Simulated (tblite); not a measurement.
Compound: C2H8NO2Si3 (doublet state).
Numbering: `[CH3:1][Si@:2]([C:3]#[N:4])([O:5][SiH2:6])[O:7][SiH3:8]` (hydrogens: H9, H10, H11 on C1; H12, H13 on Si6; H14, H15, H16 on Si8)

Computed geometry: GFN2-xTB, gas phase. This method treats the open shell by occupation alone, without spin polarisation.

Problem. Give the optimised bond lengths and angles.

Solution. 
| bond | length (Å) | order |
| --- | --- | --- |
| C1–Si2 | 1.884 | single |
| Si2–C3 | 1.873 | single |
| C3≡N4 | 1.145 | triple |
| Si2–O5 | 1.616 | single |
| O5–Si6 | 1.632 | single |
| Si2–O7 | 1.617 | single |
| O7–Si8 | 1.624 | single |
| C1–H9, C1–H10, C1–H11 | 1.086 | single |
| Si6–H12, Si6–H13 | 1.456 | single |
| Si8–H14, Si8–H15, Si8–H16 | 1.462 | single |

Bonds in one row agree within 0.01 Å and their mean is given. Orders are formal, as drawn. A selection of angles:
| angle | degrees |
| --- | --- |
| Si2–C1–H9 | 111.3 |
| H9–C1–H10 | 107.9 |
| C1–Si2–C3 | 112.4 |
| C1–Si2–O5 | 110.4 |
| C1–Si2–O7 | 111.5 |
| C3–Si2–O5 | 106.9 |
| C3–Si2–O7 | 105.4 |
| O5–Si2–O7 | 110.0 |
| Si2–C3–N4 | 177.6 |
| Si2–O5–Si6 | 150.3 |
| O5–Si6–H12 | 104.8 |
| O5–Si6–H13 | 110.3 |
| H12–Si6–H13 | 117.4 |
| Si2–O7–Si8 | 152.1 |
| O7–Si8–H14 | 108.9 |
| O7–Si8–H15 | 105.8 |
| O7–Si8–H16 | 103.9 |
| H14–Si8–H15 | 111.7 |
| H15–Si8–H16 | 113.8 |

Dihedral angles: C1–Si2–O5–Si6 -168° (antiperiplanar); C1–Si2–O7–Si8 118° (anticlinal).

Of the pairs four or more bonds apart, Si6···Si8 is among the closest relative to their van der Waals radii: 4.27 Å, 102 % of the sum of Bondi's values. Si6 (silicon bonded to O and 2 H) is pyramidal (angles 117.4°, 110.3° and 104.8°, sum 332.5°, 0.46 Å off the plane of its three neighbours). Si8 (silicon bonded to O and 3 H) is distorted tetrahedral (angles from 103.9° to 113.8°). Si2 (silicon bonded to 2 C and 2 O) is distorted tetrahedral (angles from 105.4° to 112.4°).

Point group: C1 (no symmetry element, even within 0.4 Å). GFN2-xTB frequencies show an imaginary mode (38i cm⁻¹), so the point is no minimum at that level. Torsions: C1–Si2–O5–Si6 -168°, Si2–O5–Si6–H -119° and 8°, C1–Si2–O7–Si8 118°. 3 starts were optimised and ended at 0.00, 0.07 and 0.99 kcal/mol (GFN2-xTB); the lowest of these is shown.

On Arm Neoverse V1, one thread, no GPU, on a shared host, this took 1.8 s of wall time. That covers the optimisation of the geometry.

One conformer stands for the species.
